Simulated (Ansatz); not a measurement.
Consider the ligand exchange at the Al–C bond: `CO[CH2][AlH][CH3]` + `[NH2][AlH2]` → `[CH3][AlH][NH][AlH2]` + `COC`.

Program: Ansatz. Geometries: PBE0-D4/def2-TZVP. ΔE: electronic, gas phase. CBS: MP2 limit from def2 TZ/QZ plus the TZ coupled-cluster correction, frozen cores. This one scheme is used for every species. DFT in def2-TZVPP. Each species was taken in one conformer, which may not be the lowest.

| level | ΔE (eV) |
| --- | --- |
| BLYP-D4 | -1.23 |
| PBE-QIDH | -1.31 |
| BLYP | -1.25 |
| HF/def2-SVP | -1.46 |

What does CCSD(T)/CBS give? (Estimate.)

Ansatz gave: -1.30 eV. The listed levels differ from it by 0.07, -0.01, 0.05, -0.16 eV.

Largest T1 diagnostic among the species: 0.011.

In def2-TZVPP, CCSD(T) changes the Hartree–Fock value by +0.11 eV (the triples alone add +0.01 eV) and MP2 by +0.07 eV. At CCSD(T), def2-SVP lies −0.08 eV from the extrapolated value and def2-TZVPP −0.03 eV. From BLYP to BHLYP (50 % exact exchange), in def2-TZVPP and without D4, ΔE moves by −0.10 eV.
